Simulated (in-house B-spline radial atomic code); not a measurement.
## Two electrons outside the [He] 2s2 2p6 core: Sr26+

Computed with a B-spline radial code for spherical atoms: configuration interaction (CI) of the two valence electrons in the field of the frozen Dirac-Fock core, alone and with many-body perturbation theory for the core (screened one- and two-electron correlation potentials), Breit and QED terms; no-pair Dirac Hamiltonian, finite nucleus. Labels give the configuration (outer n counted up each series) and the leading LS term, or the jj pair where no LS term holds 70 %.

Excitation energies (eV):

| level | purity of the LS term | CI alone | CI + MBPT + Breit + QED |
| --- | --- | --- | --- |
| 3s2 1S0 | 1.0 | 0 | 0 |
| 3s3p 3P°0 | 1.0 | 52.298 | 52.292 |
| 3s3p 3P°1 | 0.936 | 55.784 | 55.682 |
| 3s3p 3P°2 | 1.0 | 68.819 | 68.526 |
| 3s3p 1P°1 | 0.936 | 87.831 | 87.057 |
| 3p2 3P0 | 0.844 | 125.76 | 125.15 |
| 3p2 1D2 | 0.73 | 137.06 | 136.4 |
| 3p2 3P1 | 1.0 | 137.88 | 137.07 |
| 3p2 3P2 | 0.716 | 152.57 | 151.59 |
| 3s3d 3D1 | 1.0 | ? | ? |
| 3s3d 3D2 | 0.991 | 162.44 | 161.38 |
| 3s3d 3D3 | 1.0 | 164.49 | 163.32 |
| 3p2 1S0 | 0.843 | 168 | 166.85 |
| 3s3d 1D2 | 0.981 | 181.28 | 179.78 |
| 3p3d 3F°2 | 0.791 | 217.54 | 216.49 |
| 3p3d 3F°3 | 0.867 | 225.39 | 224.12 |
| 3p3d (1/2,5/2)°2 | 0.379 (1D) | 227.82 | 226.4 |
| 3p3d (1/2,3/2)°1 | 0.699 (3D) | 230.65 | 229.22 |
| 3p3d 3F°4 | 1.0 | 237.09 | 235.64 |
| 3p3d (3/2,3/2)°2 | 0.397 (3D) | 238.65 | 237.1 |
| 3p3d 3D°3 | 0.824 | 243.47 | 241.71 |
| 3p3d 3P°0 | 1.0 | 243.82 | 242.34 |
| 3p3d 3P°1 | 0.754 | 244.03 | 242.45 |
| 3p3d (3/2,5/2)°2 | 0.554 (3P) | 245.22 | 243.52 |
| 3p3d 1F°3 | 0.904 | ? | ? |
| 3p3d 1P°1 | 0.895 | 260.46 | 258.73 |
| 3d2 3F2 | 0.957 | 326.19 | 324.21 |
| 3d2 3F3 | 1.0 | 328.61 | 326.49 |
| 3d2 3F4 | 0.965 | 330.99 | 328.71 |
| 3d2 3P0 | 0.975 | 334.77 | 332.76 |

Task: Where does 3p3d 1F°3 lie?

Result: 257.45 eV in CI alone and 255.57 eV with all corrections.

Task: Where does 3s3d 3D1 lie?

Result: 161.16 eV in CI alone and 160.18 eV with all corrections.

Task: What is the first ionisation energy?

Result: 1331.8 eV to the 3s1/2 state of the next ion (1332.1 eV from CI alone). NIST lists 1333.4 ± 1.9 eV (semi-empirical).

Some electric-dipole lines (reduced elements in atomic units, length form; vacuum wavelengths from the computed energies):

```
    upper      lower  D bare (size)  D with core polarisation (size)  λ (nm)  A (s⁻¹)
3s3p 3P°1    3s2 1S0          0.128                            0.126  22.267  9.8e+08
3s3p 1P°1    3s2 1S0          0.518                            0.511  14.242  6.1e+10
  3p2 3P0  3s3p 3P°1          0.323                            0.318  17.848  3.6e+10
  3p2 1D2  3s3p 3P°1          0.275                            0.271   15.36  8.2e+09
  3p2 3P1  3s3p 3P°0          0.325                             0.32  14.624  2.2e+10
  3p2 3P1  3s3p 3P°1          0.273                            0.269  15.233  1.4e+10
  3p2 3P2  3s3p 3P°1          0.283                            0.279  12.927  1.5e+10
 3s3d 3D2  3s3p 3P°1          0.406                              0.4   11.73    4e+10
  3p2 1S0  3s3p 3P°1         0.0426                            0.042  11.153  2.6e+09
 3s3d 1D2  3s3p 3P°1          0.119                            0.117  9.9905  5.6e+09
```

Weak lines are less accurate than strong ones.
